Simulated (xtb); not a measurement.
Be(Me)(SMe) (C2H6BeS), SMILES [CH3][Be][S]C. All values are semi-empirical tight-binding results from xtb (GFN2-xTB unless named), good for trends rather than for accurate numbers. Coordinates come from a GFN2-xTB optimisation. The values are those of a single conformer.

For metal compounds this method's bond lengths and energies can be far off.

```json
{
  "orbital_gap": "3.78 eV",
  "zero_point_energy": "46.2 kcal/mol",
  "G − E(el) at 298.15 K (modified RRHO)": "26.2 kcal/mol"
}
```
